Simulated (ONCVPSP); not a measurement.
**PBEsol ONCV dataset for gadolinium, scalar-relativistic all-electron reference.**

* Element: gadolinium (Gd)
* Generator: ONCVPSP 4.0.1
* Type: optimised norm-conserving Vanderbilt (ONCV)
* Functional: PBEsol
* Relativity: scalar-relativistic
* Frozen core: [Kr]
* Valence charge: 28
* Reference configuration: 4d10 4f7 5s2 5p6 5d1 (charge +2)
* Partial waves: 5s: rc 1.40 bohr, ncon 4, nbas 9, qcut 5.4 1/bohr, 3 projectors, debl 1.6 Ha; 5p: rc 2.15 bohr, ncon 3, nbas 7, qcut 6.5 1/bohr, 3 projectors, debl 0.6 Ha; 4d+5d: rc 1.20 bohr, ncon 4, nbas 8, qcut 12.4 1/bohr, 2 projectors; 4f: rc 1.20 bohr, ncon 4, nbas 9, qcut 14.3 1/bohr, 2 projectors, debl 2.8 Ha
* Local potential: polynomial inside 0.80 bohr (lpopt 3, dvloc0 -1 Ha)
* Core correction: Teter function fitted to the true core (icmod 2), fcfact 0.4

In the s channel the program set the typed energies aside and used -2.335, 0.250, 1.850 Ha. In the p channel the program set the typed energies aside and used -1.507, 0.250, 0.850 Ha.

Poles of the logarithmic derivatives, all-electron (AE) and pseudo (PS). Narrow ghost or core levels that the grid stepped over were put in at their known energies. s: poles at 0.8 (AE) and -4.1, 0.8 (PS) Ha. p: poles at -1.0, 4.5 (AE) and -1.0, 4.5 (PS) Ha. d: poles at -5.5 (AE) and -5.5 (PS) Ha. f: poles at 0.1 (AE) and 0.1 (PS) Ha. Test radii: s 1.42, p 2.18, d 1.22, f 1.22 bohr.

- Cutoffs needed: 87 Ha and 114 Ha (the cutoffs (Ha) at which the residual kinetic energy of the hardest occupied pseudo-wave falls to 1 and 0.1 mHa per electron)
- Ghost test: ghosts flagged at negative energy: s at -110.3 eV; GHOST(+) flagged for p at 69.8 eV; a true bound ghost makes a file unfit for plane-wave use
- Largest excitation error: +190 meV (all-electron minus pseudo) for 4d10 4f6 5s2 5p6 5d0, out of 4 test configurations
- rms error of d²Exc/dni dnj: 4.25 mHa without and 0.93 mHa with the model core
